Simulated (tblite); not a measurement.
C5H12NOP.
Z-matrix (Å and degrees, GFN2-xTB geometry), rows numbered from 1:
```
C 
P   1  1.8156
N   2  1.5546  1  106.93
C   2  1.8615  1  105.38  3   128.97
C   4  1.5288  2  107.65  1   162.15
O   5  1.4064  4  113.07  2   -63.75
C   6  1.4064  5  113.54  4    68.52
C   7  1.5288  6  113.06  5   -68.58
H   1  1.0880  2  107.63  3   -58.50
H   1  1.0875  2  111.89  3  -179.98
H   1  1.0880  2  107.63  3    58.53
H   3  1.0094  2  116.78  1  -180.00
H   4  1.0926  2  108.58  1   -78.83
H   4  1.0903  2  111.18  1    41.65
H   5  1.1034  4  109.18  2    58.87
H   5  1.0942  4  110.73  2   178.29
H   7  1.0942  6  105.34  5   170.37
H   7  1.1034  6  109.85  5    53.68
H   8  1.0927  2  108.58  1    78.80
H   8  1.0904  2  111.19  1   -41.73
```

Computed values, GFN2-xTB/tblite, gas phase, harmonic and unscaled. This tight-binding method is rough: wavenumbers can miss measured ones by several per cent, in bad cases by 10 to 20. One conformer, not necessarily the lowest.

Harmonic wavenumbers (cm⁻¹): 107.8, 119.5, 149.9, 197.6, 234.6, 271.7, 283.0, 362.9, 373.3, 390.8, 391.7, 536.4, 631.4, 654.7, 750.8, 762.7, 810.6, 843.0, 852.3, 905.8, 916.4, 934.1, 968.0, 992.2, 1044.2, 1091.2, 1128.6, 1131.9, 1171.0, 1208.3, 1228.5, 1257.3, 1291.3, 1302.6, 1331.6, 1343.9, 1407.5, 1411.4, 1415.2, 1429.4, 1459.3, 1465.3, 2835.0, 2836.8, 2953.6, 2953.7, 2957.8, 2959.0, 2976.2, 2980.7, 3006.3, 3013.6, 3020.1, 3412.1.

A = 2806, B = 1374, C = 1257 MHz; mass 133.066 u (most abundant isotopes); point group Cs, symmetry number 1.

Problem. What is the zero-point energy?

Solution. ½Σν̃ = 36232 cm⁻¹ = 433.43 kJ/mol.

Problem. Entropy at 350 K, 1 bar (ideal gas, RRHO, classical rotation)?

Solution. Translation 173.19, rotation 121.60, vibration 122.42: S = 417.2 J/(mol K).

Problem. And Cp and H(350 K) − H(0)?

Solution. Cp = 184.71 J/(mol K), of which vibrations give 151.45 (their classical limit is 54 R = 449.0); H(350 K) − H(0) = 36.45 kJ/mol without the zero-point energy, 24.81 from vibrations.

Problem. Blend soft modes into free rotors: weight 1/[1 + (100 cm⁻¹/ν̃)⁴] for the oscillator and the rest for a rotor with moment μB/(μ + B), μ = h/(8π²ν), B = 10⁻⁴⁴ kg m². What vibrational entropy results?

Solution. 120.19 J/(mol K) in place of 122.42, which changes −T·S at 350 K by +0.78 kJ/mol.

Problem. Which modes carry the vibrational entropy at 350 K?

Solution. 107.8 cm⁻¹: 15.15; 119.5 cm⁻¹: 14.31; 149.9 cm⁻¹: 12.47; 197.6 cm⁻¹: 10.27; 234.6 cm⁻¹: 8.93; 271.7 cm⁻¹: 7.81 J/(mol K); the other 48 give 53.48 together.

Problem. How do the functions run with temperature in this model?

Solution. 
```json
{"T (K)": "50", "S (J/(mol K))": "233.8", "Cp (J/(mol K))": "44.5", "H − H(0) (kJ/mol)": "1.81", "G − H(0) (kJ/mol)": "-9.88", "ln q(vib)": "0.10"}
{"T (K)": "100", "S (J/(mol K))": "272.5", "Cp (J/(mol K))": "70.0", "H − H(0) (kJ/mol)": "4.67", "G − H(0) (kJ/mol)": "-22.58", "ln q(vib)": "0.71"}
{"T (K)": "298.15", "S (J/(mol K))": "389.6", "Cp (J/(mol K))": "160.7", "H − H(0) (kJ/mol)": "27.49", "G − H(0) (kJ/mol)": "-88.66", "ln q(vib)": "4.95"}
{"T (K)": "373.15", "S (J/(mol K))": "429.4", "Cp (J/(mol K))": "195.0", "H − H(0) (kJ/mol)": "40.84", "G − H(0) (kJ/mol)": "-119.37", "ln q(vib)": "6.77"}
{"T (K)": "500", "S (J/(mol K))": "493.7", "Cp (J/(mol K))": "245.1", "H − H(0) (kJ/mol)": "68.89", "G − H(0) (kJ/mol)": "-177.96", "ln q(vib)": "9.93"}
{"T (K)": "750", "S (J/(mol K))": "607.2", "Cp (J/(mol K))": "314.1", "H − H(0) (kJ/mol)": "139.47", "G − H(0) (kJ/mol)": "-315.95", "ln q(vib)": "16.16"}
{"T (K)": "1000", "S (J/(mol K))": "704.1", "Cp (J/(mol K))": "359.0", "H − H(0) (kJ/mol)": "223.96", "G − H(0) (kJ/mol)": "-480.18", "ln q(vib)": "22.10"}
```

q(vib) and H(0) count from the zero-point level.

Hindered rotation and anharmonicity are outside this model. Other conformers, if any are populated, would add a mixing term that is left out.
